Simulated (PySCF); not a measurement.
Below is a simulated gas-phase Si 1s photoelectron spectrum of Ge2H10Si2 (n-GeGeSiSiH10).

Every computed line was given a Gaussian of 0.8 eV full width at half maximum and an area set by the number of equivalent atoms; the highest printed point is 100. Computed with delta-SCF UKS SCAN, pcX-2 on the ionised atom, pcseg-1 elsewhere, spin-free X2C (PySCF).

| binding energy (eV) | intensity |
| --- | --- |
| 1844.7 | 0 |
| 1844.8 | 0 |
| 1844.9 | 1 |
| 1845.0 | 2 |
| 1845.1 | 4 |
| 1845.2 | 8 |
| 1845.3 | 14 |
| 1845.4 | 24 |
| 1845.5 | 36 |
| 1845.6 | 51 |
| 1845.7 | 67 |
| 1845.8 | 82 |
| 1845.9 | 94 |
| 1846.0 | 100 |
| 1846.1 | 100 |
| 1846.2 | 92 |
| 1846.3 | 80 |
| 1846.4 | 65 |
| 1846.5 | 49 |
| 1846.6 | 34 |
| 1846.7 | 22 |
| 1846.8 | 13 |
| 1846.9 | 7 |
| 1847.0 | 4 |
| 1847.1 | 2 |
| 1847.2 | 1 |
| 1847.3 | 0 |

Count the maxima, the lines and the sites behind this envelope.

The curve has 1 maximum (at 1846.0 eV). Under it lie 2 lines from 2 inequivalent silicon sites. At this width some lines have no maximum of their own.

Decompose the envelope and assign each component. Bonds: Ge1–Ge2, Ge2–Si3, Si3–Si4. Hydrogens: H5, H6, H7 on Ge1; H8, H9 on Ge2; H10, H11 on Si3; H12, H13, H14 on Si4.

```tsv
position (eV)	relative area	line	atoms	environment
1845.89	1	Si 1s	Si3	silicon bonded to Ge, Si and 2 H
1846.20	1	Si 1s	Si4	silicon bonded to Si and 3 H
```

What are the centre and the root-mean-square width of the whole band?

The area-weighted mean of the lines is 1846.04 eV. Their own spread about it is 0.16 eV (rms) and each Gaussian has σ = 0.8/2.355 = 0.34 eV; the variances add, which gives 0.37 eV.

Above which line width would these two lines show one maximum?

Two equal Gaussians merge once their distance is under 2σ = FWHM/1.177. With 0.31 eV between them that is a full width over 0.36 eV.

Lowest listed Si 1s: Si3, bonded to 2 H, Ge and Si. Highest, 0.31 eV above it: Si4, bonded to 3 H and Si.

Shake-up satellites, vibrational structure and lifetime widths aren't simulated. One conformer (not necessarily the lowest) at the PBE0-D3(BJ)/def2-SVP geometry, without solvent, vibrations or thermal averaging.
